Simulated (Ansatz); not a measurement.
Cost and result for the atomization energy of `Cl[Se][Se]Cl` (4 atoms, 3 bonds).

Total charge 0; spin multiplicity 1. Correlated methods include outer-core shells of Se, which these sets cover unevenly. Scalar relativity is left out up to krypton. All single points use the PBE0-D4/def2-TZVP geometry. It is one conformer, not always the lowest. Program: Ansatz. Hardware: A = 2 threads of an AMD EPYC 7R13 on a shared host; B = 2 threads of an AMD EPYC 7R13 on a shared host and a share of an NVIDIA H100 80 GB. Times are those of one run each, without the atoms' runs, and a repeat can differ threefold. Electronic energies, without spin–orbit coupling; frozen cores. CCSD(T)/CBS adds CCSD(T) − MP2 in def2-TZVPP to the MP2 limit, and its time is that of the two runs behind it. T1 = 0.013. With those shells the extrapolation isn't a true limit.

CCSD(T)/CBS is a level of theory with its own doubt, some kJ/mol a heavy atom from the limit and from the frozen cores, so smaller differences don't rank the functionals.

```tsv
level	functions	wall time	atomization (kcal/mol)	difference from CCSD(T)/CBS	per bond
LDA (SPW92)/def2-TZVPP [A]	180	1.2 s	251.1	65.5	21.8
BLYP-D4/def2-TZVPP [A]	180	1.8 s	193.2	7.6	2.5
PBE-D4/def2-TZVPP (with forces) [A]	180	2.2 s	207.6	22.0	7.3
CCSD(T)/def2-TZVPP [B]	180	3.3 s	169.2	-16.4	-5.5
CCSD(T)/def2-SVP [A]	100	3.5 s	141.1	-44.5	-14.8
RPA@PBE/def2-TZVPP [A]	180	3.7 s	150.3	-35.3	-11.8
BHLYP-D4/def2-TZVPP [A]	180	3.9 s	163.9	-21.7	-7.2
r2SCAN-D4/def2-TZVPP (with forces) [A]	180	4.4 s	192.9	7.3	2.4
B2PLYP/def2-TZVPP [A]	180	5.5 s	176.5	-9.1	-3.0
B97M-V/def2-TZVPP [A]	180	6.5 s	189.8	4.2	1.4
ωB97X-V/def2-TZVPP [A]	180	7.5 s	183.8	-1.8	-0.6
CCSD(T)/def2-QZVPP [B]	318	8.5 s	179.1	-6.5	-2.2
CCSD(T)/CBS(def2)	–	12 s	185.6	0.0	0.0
```

From PBE to PBE0 (25 % exact exchange), in def2-TZVPP and without D4, the atomization energy moves by −16.7 kcal/mol: exact exchange takes away binding that semilocal exchange gives to molecules. At CCSD(T), def2-SVP lies −44.5 kcal/mol from the extrapolated value and def2-TZVPP −16.4 kcal/mol: correlation converges slowly with the basis, and small sets miss more of it in the bonded molecule than in its fragments. Leaving LDA and LC-ωPBE aside and taking each functional with its dispersion term where it has one, the values spread over 43.7 kcal/mol, from BHLYP-D4 to PBE-D4. LDA lies +47.7 kcal/mol from PBE without D4, its usual overbinding.
